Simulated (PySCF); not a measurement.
A GIAO shielding run with PySCF 2.14.0 with density-fitted response routines (density fitting, non-relativistic, gas phase) on `InChI=1S/C4H8O2SSi/c5-3-1-6-4(2-7)8-3/h4,7H,1-2,8H2/t4-/m1/s1`:

```
$ OMP_NUM_THREADS=1 python probes_run.py task.json out

{"job": {"kind": "nmr", "xc": "PBE0", "basis": "pcSseg-1"}, "charge": 0, "multiplicity": 1}
O     -2.878103     1.254999     0.776463
C     -1.818503     0.820150     0.407501
C     -0.849824     1.592236    -0.475702
O      0.409856     0.980981    -0.490562
C      0.310416    -0.445132    -0.596319
C      1.699556    -1.017358    -0.397392
S      2.335524    -0.681180     1.275146
Si    -1.035937    -0.919323     0.693201
H     -1.286611     1.620207    -1.488721
H     -0.715043     2.618066    -0.126613
H     -0.011613    -0.697329    -1.622717
H      1.681649    -2.100329    -0.503842
H      2.405115    -0.588887    -1.110396
H      2.172230     0.634559     1.188917
H     -0.539311    -1.061872     2.051817
H     -1.887000    -2.000843     0.210260
```

Hardware: 1 thread of an Arm Neoverse V2, shared host. The job also computes population analyses, field gradients, ring-centre shieldings.

Task: How large is the calculation?

Result: 78 electrons, 190 basis functions and 1032 auxiliary functions.

Task: How long does it take, and how much memory does it need?

Result: 30 s of wall time, with 14 SCF cycles and 5 response iterations; peak memory 0.85 GiB. Times on a shared host scatter by some tens of per cent.
